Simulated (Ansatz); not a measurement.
Cost and result for the atomization energy of C$_{5}$H$_{8}$CuFN$_{2}$ (`Cn1ccn(C)[c+]1[Cu-][F]`) (17 atoms, 17 bonds).

```xyz
17

C     2.0060    0.2451    1.3722
N     0.6472    0.1562    0.8910
C    -0.4686    0.2774    1.6829
C    -1.5353    0.1308    0.8684
N    -1.0368   -0.0762   -0.3948
C    -1.8486   -0.2779   -1.5721
C     0.3153   -0.0637   -0.4012
Cu    1.4574   -0.2961   -1.8559
F     2.5435   -0.5168   -3.2399
H     2.2088   -0.5503    2.0913
H     2.1794    1.2137    1.8438
H     2.6740    0.1362    0.5194
H    -0.4131    0.4552    2.7434
H    -2.5907    0.1566    1.0806
H    -2.4730    0.5974   -1.7590
H    -2.4832   -1.1571   -1.4503
H    -1.1823   -0.4306   -2.4196
```

Total charge 0; spin multiplicity 1. For Cu the d shell is correlated and the shells below it are frozen. Scalar relativity is left out up to krypton. The geometry is a stationary point of PBE0-D4/def2-TZVP. It is one conformer, not always the lowest. Program: Ansatz. All runs use 4 threads of an AMD EPYC 7R13 on a shared host and a share of an NVIDIA H100 80 GB. Times are those of one run each, without the atoms' runs, and a repeat can differ threefold. Electronic energies, without spin–orbit coupling; frozen cores. CCSD(T)/CBS adds CCSD(T) − MP2 in def2-TZVPP to the MP2 limit, and its time is that of the two runs behind it. T1 = 0.021. With those shells the extrapolation isn't a true limit. B3LYP takes the VWN-RPA correlation (the form of Gaussian; ORCA's B3LYP/G).

CCSD(T)/CBS is a level of theory with its own doubt, some kJ/mol a heavy atom from the limit and from the frozen cores, so smaller differences don't rank the functionals.

```tsv
level	functions	wall time
PBE0-D4/def2-TZVPP	424	3.3 s
LDA (SPW92)/def2-TZVPP	424	3.8 s
B2PLYP/def2-TZVPP	424	4.1 s
B3LYP-D4/def2-TZVPP (with forces)	424	4.2 s
r2SCAN-D4/def2-TZVPP (with forces)	424	4.7 s
B97M-V/def2-TZVPP	424	4.8 s
PBE-D4/def2-TZVPP (with forces)	424	5.5 s
PBE-QIDH/def2-TZVPP	424	5.5 s
CCSD(T)/def2-SVP	183	7.5 s
ωB97M-V/def2-TZVPP (with forces)	424	12 s
MP2/def2-QZVPP	796	15 s
CCSD(T)/def2-TZVPP	424	54 s
CCSD(T)/CBS(def2)	–	68 s
```

Question: What atomization energy does each give, and how far from CCSD(T)/CBS? (Best estimate.)

Answer: The calculation gave: 
```tsv
level	atomization (kcal/mol)	difference from CCSD(T)/CBS	per bond
PBE0-D4/def2-TZVPP	1691.2	20.4	1.2
LDA (SPW92)/def2-TZVPP	1967.5	296.7	17.4
B2PLYP/def2-TZVPP	1660.8	-10.0	-0.6
B3LYP-D4/def2-TZVPP (with forces)	1677.1	6.3	0.4
r2SCAN-D4/def2-TZVPP (with forces)	1686.1	15.3	0.9
B97M-V/def2-TZVPP	1676.4	5.6	0.3
PBE-D4/def2-TZVPP (with forces)	1742.3	71.5	4.2
PBE-QIDH/def2-TZVPP	1668.7	-2.1	-0.1
CCSD(T)/def2-SVP	1590.9	-79.9	-4.7
ωB97M-V/def2-TZVPP (with forces)	1680.0	9.2	0.5
MP2/def2-QZVPP	1701.3	30.5	1.8
CCSD(T)/def2-TZVPP	1623.0	-47.8	-2.8
CCSD(T)/CBS(def2)	1670.8	0.0	0.0
```

From r2SCAN to r2SCAN0 (25 % exact exchange), in def2-TZVPP and without D4, the atomization energy moves by −41.1 kcal/mol: exact exchange takes away binding that semilocal exchange gives to molecules. Leaving LDA and LC-ωPBE aside and taking each functional with its dispersion term where it has one, the values, not all of them listed here, spread over 136.1 kcal/mol, from BHLYP-D4 to PBE-D4. LDA lies +236.4 kcal/mol from PBE without D4, its usual overbinding. In def2-TZVPP, CCSD(T) changes the Hartree–Fock value by +472.6 kcal/mol (the triples alone add +36.9 kcal/mol) and MP2 by +522.6 kcal/mol; breaking electron pairs costs correlation energy, which Hartree–Fock lacks.
